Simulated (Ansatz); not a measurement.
The same path of a periodic cell of 13 atoms, Sc$_{12}$H (host Sc, host structure hcp, interstitial H) was run twice with different band settings.

Method: Ansatz, DFT PBE-D3(BJ), scalar-relativistic, plane waves, PAW. Settings: cutoff 420 eV, k mesh 3x2x3, gaussian smearing 0.15 eV, no spin polarisation.

Relaxed end points:

```xyz
13
Lattice="6.6200 0.0000 0.0000 -4.9650 8.5996 0.0000 0.0000 0.0000 5.2761" Properties=species:S:1:pos:R:3
Sc 0.009 -0.007 0.011
Sc -0.003 1.898 2.652
Sc -1.648 2.877 0.013
Sc -1.637 4.768 2.642
Sc -3.304 5.735 -0.079
Sc -3.304 7.673 2.644
Sc 3.311 0.001 0.009
Sc 3.320 1.916 2.650
Sc 1.657 2.871 0.018
Sc 1.646 4.767 2.644
Sc 0.005 5.726 0.013
Sc 0.003 7.647 2.646
H -3.305 5.741 3.144
```

```xyz
13
Lattice="6.6200 0.0000 0.0000 -4.9650 8.5996 0.0000 0.0000 0.0000 5.2761" Properties=species:S:1:pos:R:3
Sc 0.006 -0.011 -0.019
Sc -0.005 1.893 2.614
Sc -1.652 2.872 -0.022
Sc -1.641 4.763 2.627
Sc -3.308 5.729 0.074
Sc -3.306 7.663 2.627
Sc 3.308 -0.005 -0.017
Sc 3.317 1.909 2.616
Sc 1.655 2.866 -0.027
Sc 1.644 4.762 2.625
Sc 0.002 5.721 -0.021
Sc 0.000 7.641 2.621
H -3.309 5.733 2.120
```

Common settings: spring 5.0 eV/Å²; force threshold 0.05 eV/Å; end points relaxed.

| run | movable images | climbing image | optimiser | start path | iteration limit |
| --- | --- | --- | --- | --- | --- |
| 1 | 3 | yes | lbfgs | IDPP | 42 |
| 2 | 2 | no | quadratic models (default) | default | 50 |

Question: What does each run give, and how far can it be trusted?

Answer: Run 1: converged after 6 iterations, highest image 0.110 eV above the first end. By the program's own check the climbing image is of a kind that is not told: the force calls were inconclusive, a negative curvature could not be distinguished from the path's own, the only one lies far off the path, or fixed occupations may fill a level only in part (lowest curvatures found: -1.92 and 1.48 eV/Å²).
Run 2: converged after 3 iterations, highest image 0.085 eV above the first end. No image climbed, so the highest image needn't sit at the top of the path.
Limits of this set-up: coarse k mesh, odd electron count without spin, a small cell, in which the defect meets its images, a typed lattice constant that wasn't relaxed here.
